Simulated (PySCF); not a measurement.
Assignment exercise: C$_{5}$H$_{12}$OSi$_{2}$

Geometry (Å), atoms numbered from 1 in this order:
```xyz
20

C    -3.2332    1.2684   -0.2198
C    -2.5785   -0.0862   -0.4351
C    -1.2469   -0.2100    0.2741
O    -0.6985   -1.4869    0.0344
Si    0.7522   -1.9978    0.6532
C     2.1081   -0.8753    0.1102
C     2.9916   -0.1113   -0.2592
Si    4.3132    1.0330   -0.8190
H    -2.5953    2.0880   -0.5881
H    -3.4295    1.4575    0.8479
H    -4.1951    1.3363   -0.7486
H    -3.2360   -0.8965   -0.0790
H    -2.4134   -0.2713   -1.5094
H    -1.3829   -0.0469    1.3620
H    -0.5547    0.5771   -0.0834
H     0.7375   -1.9905    2.1467
H     0.9891   -3.3627    0.1205
H     3.7293    2.3887   -1.0341
H     4.8973    0.5328   -2.0969
H     5.3790    1.1079    0.2218
```

Method: shieldings: GIAO PBE0/pcSseg-1, geometry: PBE0-D3(BJ)/def2-SVP, in PySCF 2.14.0 with density-fitted response routines (averaged over atoms made equivalent by symmetry, fast rotation or ring inversion, single conformer, no relativistic terms, no solvent).

Chemical shifts δ = σref − σ; TMS for ¹³C, ¹H, all at this level.

**Question.** Assign these signals to the numbered atoms. ¹³C{¹H} NMR (computed): δ 119.9, 112.3, 69.1, 28.5, 10.8.

**Answer.** 
| δ (ppm) | atoms | environment | reason |
| --- | --- | --- | --- |
| 119.9 | C6 | alkyne carbon | – |
| 112.3 | C7 | alkyne carbon | – |
| 69.1 | C3 | sp3 CH2 bonded to O | the inductive effect lowers its shielding |
| 28.5 | C2 | sp3 CH2 | aliphatic region, no heteroatom directly attached |
| 10.8 | C1 | methyl carbon | saturated and bonded to C and H only |

**Question.** Assign these signals to the numbered atoms. ¹H NMR (500 MHz, computed): δ 4.83 (s, 2H), 4.19 (s, 3H), 3.52 (t, 2H), 1.65 (m, 2H), 0.90 (t, 3H).

**Answer.** 
```tsv
δ (ppm)	atoms	environment	reason
4.83	H16/H17	hydrogen on a silicon bonded to C, O	–
4.19	H18/H19/H20	hydrogen on a silicon bonded to C	–
3.52	H14/H15	hydrogen on an sp3 CH2 bonded to O	its carbon carries O, an electronegative neighbour
1.65	H12/H13	hydrogen on an sp3 CH2	–
0.90	H9/H10/H11	hydrogen on a methyl carbon	far from electronegative atoms and π systems
```

Shifts are as computed. Against solution values, carbons near 30 ppm lie about +2 ppm off and those near 130 ppm about +5 ppm. Of 1309 compounds with measured shifts, 239 miss one by over three times the rms of a fit or turn the order of signals round; such compounds aren't used in these exercises. Multiplicities follow the n + 1 count of equivalent neighbours, as no J values were calculated; m marks all less simple cases, F and P coupling included.
